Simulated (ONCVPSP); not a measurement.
## Ta, ONCV: configuration errors across variants

| Item | Value |
| --- | --- |
| Element | tantalum (Ta) |
| Generator | ONCVPSP 4.0.1 |
| Type | optimised norm-conserving Vanderbilt (ONCV) |
| Functional | PBE |
| Relativity | scalar-relativistic |
| Frozen core | [Kr] 4d10 4f14 |
| Valence charge | 13 |
| Reference configuration | 5s2 5p6 5d2 (charge +3) |
| Partial waves | 5s: rc 1.25 bohr, ncon 4, nbas 7, qcut 6.4 1/bohr, 2 projectors, debl 3.9 Ha; 5p: rc 1.30 bohr, ncon 3, nbas 6, qcut 6.7 1/bohr, 2 projectors, debl 0.3 Ha; 5d: rc 2.90 bohr, ncon 4, nbas 9, qcut 4.9 1/bohr, 2 projectors, debl 3 Ha |
| Local potential | polynomial inside 1.20 bohr (lpopt 5, dvloc0 1 Ha) |
| Core correction | Teter function, fcfact 5.5, rcfact 1.45 |

In the p channel the program set the typed energies aside and used -2.468, 0.250 Ha. In the d channel the program set the typed energies aside and used -1.070, 0.050 Ha.

All-electron excitation energies from the reference (eV): (1) 5s2 5p6 5d3 6s2 -47.044; (2) 5s2 5p6 5d3 6s1 -38.576; (3) 5s2 5p6 5d3 -23.604; (4) 5s2 5p6 5d1 35.042.

3 further variants failed, have other tests or too few solved ones, and are left out.

A true bound ghost makes a file unfit for plane-wave use even where its test errors are small: the radial tests pick states by their node count and pass the ghost by.

Errors AE − PS in meV (a dash: test not solved or not reliable):

```tsv
change	(1)	(2)	(3)	(4)	bound ghosts	GHOST(+) flags above zero
base	+29	+34	+39	+53	none	s
s: rc 1.86	+29	+35	+38	+52	none	s
p: nbas 7	+29	+34	+39	+53	none	s
s: qcut 6.3; p: qcut 6.6; d: qcut 4.8	+29	+36	+44	+61	none	s, d
```

Question: Give the same row for: local potential polynomial inside 0.80 bohr (lpopt 4, dvloc0 0 Ha).

Answer: +27, +33, +39, +53; bound ghosts: s; GHOST(+) flags above zero: p, d.
